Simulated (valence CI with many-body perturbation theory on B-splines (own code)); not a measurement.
# E1 transitions of Ru XIV

Level of theory: relativistic CI+MBPT: three valence electrons over a frozen Dirac-Fock core [Ar] 3d10, radial functions for each j: 11 s, 11 p, 9 d, 7 f, 5 g, 2 h, 1 i, with the one-electron correlation potential Σ1, the two-electron term Σ2, the three-electron term Σ3, Breit, model QED; selected CI, second order for the rest (own B-spline code, finite nucleus).

No measured levels were compared; by estimate levels hold to about 250 cm⁻¹ or 0.2 % of their energy and the worst to 1 %, as in measured heavy ions of charge 2 to 7; those with d or f electrons hold less well.

Lines 1 to 50 of 278 in falling wavelength, among levels below 137.50 eV, chosen from the strongest by gf and those to the six lowest levels. Wavelengths and rates use the calculated energies, so an error of 1000 cm⁻¹ moves a line at 874.3 Å by 0.87 % and its rate by three times that or more. Electric multipoles are in the length gauge, E1 and E2 with the static RPA response of the core. Weak lines are less certain than strong ones. Lines between different terms over intervals too small for the method are left out, as are lines whose strength nearly cancels. Where a level lies close to another of its J and parity, the split of strength between their lines is uncertain. The highest levels of a list are the least certain.

Names give the largest LS component (configuration and term), which can be under half, so a name can repeat, a term be missing and a line seem to break the LS rules; names also repeat where a configuration has a term twice. Letters in brackets count levels of one name in rising energy.

```tsv
λ vac (Å)	Upper	Lower	A (s⁻¹)	S (a.u.) with core polarisation	S without
874.3	4s2 5p 2P°_1/2	4s2 5s 2S_1/2	2.13e+09	1.40e+00	1.43e+00
772.0	4s2 5p 2P°_3/2	4s2 5s 2S_1/2	3.04e+09	2.76e+00	2.80e+00
526.2	4s 4p2 4P_1/2	4s2 4p 2P°_3/2	4.86e+07	6.99e-03	7.73e-03
483.6	4p3 2D°_5/2	4s 4p2 2P_3/2	2.08e+09	6.98e-01	7.76e-01
475.8	4s 4p2 4P_3/2	4s2 4p 2P°_3/2	5.65e+07	1.20e-02	1.33e-02
458.7	4p2 4d 2G_7/2	4s 4p 4d 2F°_5/2 [b]	1.67e+09	6.38e-01	7.09e-01
448.0	4p2 4d 4F_9/2	4s 4p 4d 2F°_7/2 [a]	8.61e+08	3.82e-01	4.26e-01
441.7	4s 4p2 4P_5/2	4s2 4p 2P°_3/2	3.94e+08	1.01e-01	1.12e-01
439.1	4p3 4S°_3/2 [a]	4s 4p2 2P_1/2	1.78e+09	2.98e-01	3.31e-01
436.5	4p2 4d 2F_5/2 [a]	4s 4p 4d 2F°_5/2 [a]	1.40e+09	3.46e-01	3.84e-01
436.1	4s 4p2 4P_1/2	4s2 4p 2P°_1/2	3.71e+08	3.04e-02	3.37e-02
419.0	4p2 4d 2F_5/2 [b]	4s 4p 4d 2P°_3/2 [b]	1.10e+09	2.40e-01	2.68e-01
418.8	4p2 4d 2G_9/2	4s 4p 4d 2F°_7/2 [b]	2.52e+09	9.13e-01	1.02e+00
412.0	4p2 4d 2P_1/2 [b]	4s 4p 4d 2D°_3/2 [b]	4.88e+09	3.37e-01	3.74e-01
407.1	4p2 4d 2F_7/2 [b]	4s 4p 4d 2D°_5/2	2.00e+09	5.32e-01	5.96e-01
401.9	4p2 4d 2F_5/2 [a]	4s 4p 4d 2D°_3/2 [a]	1.85e+09	3.56e-01	3.97e-01
400.9	4s 4p2 4P_3/2	4s2 4p 2P°_1/2	8.30e+06	1.06e-03	1.17e-03
400.5	4p3 4S°_3/2 [b]	4s 4p2 2P_1/2	1.80e+09	2.28e-01	2.54e-01
394.0	4p3 2P°_1/2	4s 4p2 2S_1/2	7.11e+09	4.29e-01	4.76e-01
393.8	4p2 4d 4F_3/2	4s 4p 4d 4D°_1/2	2.47e+09	2.97e-01	3.31e-01
393.0	4p2 4d 2F_7/2 [a]	4s 4p 4d 4D°_7/2	9.15e+08	2.19e-01	2.44e-01
392.8	4p2 4d 4D_7/2	4s 4p 4d 2F°_7/2 [a]	1.21e+09	2.90e-01	3.23e-01
391.8	4p2 4d 2D_5/2	4s 4p 4d 2F°_7/2 [b]	1.65e+09	2.94e-01	3.26e-01
388.0	4p2 4d 2F_7/2 [a]	4s 4p 4d 4D°_5/2 [a]	2.36e+09	5.44e-01	6.07e-01
384.6	4p2 4d 2G_9/2	4s 4p 4d 2F°_7/2 [a]	2.57e+09	7.22e-01	8.06e-01
382.3	4p2 4d 2P_3/2	4s 4p 4d 4D°_5/2 [a]	1.96e+09	2.16e-01	2.40e-01
381.8	4p2 4d 4D_1/2	4s 4p 4d 4P°_1/2	4.10e+09	2.25e-01	2.50e-01
380.0	4p3 4S°_3/2 [a]	4s 4p2 2D_3/2	1.94e+09	2.10e-01	2.33e-01
379.0	4p2 4d 2D_5/2	4s 4p 4d 2P°_3/2 [a]	1.56e+09	2.51e-01	2.82e-01
378.2	4s 4p 4d 2F°_5/2 [a]	4s2 4d 2D_5/2	1.69e+09	2.70e-01	3.00e-01
375.3	4p2 4d 4F_9/2	4s 4p 4d 4D°_7/2	2.37e+09	6.19e-01	6.90e-01
374.5	4p2 4d 4F_5/2	4s 4p 4d 4D°_3/2	3.05e+09	4.75e-01	5.29e-01
373.9	4p3 2P°_3/2	4s 4p2 2P_3/2	8.08e+09	8.34e-01	9.25e-01
373.2	4s 4p2 2D_3/2	4s2 4p 2P°_3/2	2.81e+07	2.88e-03	3.16e-03
372.3	4p2 4d 2F_5/2 [b]	4s 4p 4d 2F°_5/2 [b]	2.31e+09	3.53e-01	3.93e-01
367.6	4p2 4d 4D_3/2	4s 4p 4d 4D°_5/2 [b]	2.40e+09	2.36e-01	2.61e-01
366.6	4p2 4d 4D_5/2	4s 4p 4d 4P°_3/2	2.08e+09	3.03e-01	3.37e-01
365.2	4p3 4S°_3/2 [b]	4s 4p2 2D_5/2	2.94e+09	2.83e-01	3.13e-01
360.9	4p3 2D°_5/2	4s 4p2 2D_5/2	6.97e+09	9.70e-01	1.07e+00
358.4	4p2 4d 2F_7/2 [b]	4s 4p 4d 2F°_5/2 [b]	1.24e+09	2.25e-01	2.51e-01
358.2	4s 4p2 2D_5/2	4s2 4p 2P°_3/2	4.01e+09	5.46e-01	6.05e-01
356.1	4p2 4d 4D_7/2	4s 4p 4d 2F°_5/2 [a]	2.12e+09	3.78e-01	4.21e-01
355.0	4p2 4d 2F_7/2 [b]	4s 4p 4d 2F°_7/2 [b]	4.07e+09	7.19e-01	7.99e-01
354.4	4p2 4d 2G_7/2	4s 4p 4d 4D°_5/2 [b]	2.36e+09	4.14e-01	4.62e-01
350.8	4p3 4S°_3/2 [b]	4s 4p2 2D_3/2	2.45e+09	2.09e-01	2.32e-01
347.6	4p2 4d 4F_7/2	4s 4p 4d 4F°_9/2	6.37e+09	1.06e+00	1.17e+00
346.8	4p3 2D°_5/2	4s 4p2 2D_3/2	1.61e+09	1.99e-01	2.20e-01
345.5	4p2 4d 4F_7/2	4s 4p 4d 4P°_5/2	5.61e+09	9.13e-01	1.02e+00
344.1	4s 4p 4d 2F°_7/2 [a]	4s2 4d 2D_5/2	4.81e+09	7.75e-01	8.61e-01
344.1	4p2 4d 4F_5/2	4s 4p 4d 4F°_7/2	6.69e+09	8.07e-01	8.94e-01
```
